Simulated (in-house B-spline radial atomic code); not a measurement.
Results of a calculation; reference values are marked as such.
**Sn ion on Ge atom: potential, deflection and energy transfer**

The pair potential comes from two frozen, spherical free-atom densities (PBE, B-spline radial code, scalar-relativistic past argon): electrostatics plus the change in Thomas-Fermi kinetic and Dirac exchange energy where they overlap, the recipe behind the universal ZBL potential, which averages such potentials (from solid-state densities) over many pairs. It is written V = (Z1 Z2 e²/r) φ(r/a), with e² = 14.3996 eV·Å and a = 0.46850 Å/(Z1^0.23 + Z2^0.23); ZBL's fit is φ = 0.18175 e^(−3.1998x) + 0.50986 e^(−0.94229x) + 0.28022 e^(−0.4029x) + 0.02817 e^(−0.20162x). Where φ falls below 4e-4 it is continued as an exponential.

Masses 118.71 and 72.63 u.

| x = r/a | φ, this pair | φ, ZBL |
| --- | --- | --- |
| 0.1 | 0.8881 | 0.8928 |
| 0.5 | 0.6132 | 0.6096 |
| 1.5 | 0.3025 | 0.2995 |
| 3 | 0.1321 | 0.1292 |
| 5 | 0.05284 | 0.05224 |
| 8 | 0.01715 | 0.01705 |
| 12 | 0.004673 | 0.00474 |
| 17 | 0.001253 | 0.001212 |

(1) At x = 6.5 the electrostatic, kinetic and exchange parts are -249.95, 1399.14 and -115.42 eV. Find r, V and φ.

(2) The ion comes in at 6.061 keV with impact parameter 0.0501 Å. The scattering integral gives a centre-of-mass angle of 164.6° and a closest approach of 5.104 a. What are the reduced energy, the energy passed on and the laboratory angles?

Answers

(1) a = 0.46850/(2.4590 + 2.2191) = 0.10015 Å, so r = 0.65095 Å. V = -249.95 + 1399.14 + (-115.42) = 1033.77 eV. The bare repulsion is 50 × 32 × 14.3996/0.65095 = 35393 eV, so φ = 0.0292, +0.2 % against ZBL's 0.0291. The kinetic (Pauli) term is 135 % of V here, as the other two terms together attract.

(2) ε = E a M2/(Z1 Z2 e² (M1 + M2)) = 6061 × 1.6500e-06 = 0.01. The most that one collision can pass on is γE with γ = 4 M1 M2/(M1 + M2)² = 0.9420. Here T = γE sin²(θ/2) = 0.9420 × 6061 × 0.982 = 5606 eV. The ion turns by arctan(sin θ/(cos θ + M1/M2)) = 21.6°, and the struck atom leaves at (180° − θ)/2 = 7.7°. The closest approach is 0.511 Å. With ZBL the angle would be 164.45° and T = 5605 eV.
